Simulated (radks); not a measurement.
Valence configurations of neutral rubidium (all share [Kr]). All-electron calculation, scalar-relativistic Kohn-Sham, PBE, spin-polarised, spherical densities, finite nucleus; open shells are filled with parallel spins first (spin-orbit coupling, left out, can overturn this in heavy ions); Fermi nuclear charge, rms radius 4.2036 fm. Program: a radial shooting solver on a logarithmic mesh with Libxc functionals. Energies are relative to 5s1; eigenvalues in eV for spin up.

valence      E (eV)  moment (Bohr magnetons)   e(4d)   e(5p)   e(5s)
5s1           0.000                        1       -       -  -2.436
5s0.5 5p0.5   0.774                        1       -  -1.206  -2.755
4d0.5 5s0.5   1.154                        1  -0.445       -  -2.761
5p1           1.541                        1       -  -1.494       -
4d0.5 5p0.5   1.926                        1  -0.687  -1.446       -
4d1           2.298                        1  -0.693       -       -

NIST lists [Kr] 5s1 as the ground configuration; this level of theory agrees among the configurations tried. The energies are those of spherical high-spin densities, not of single terms.
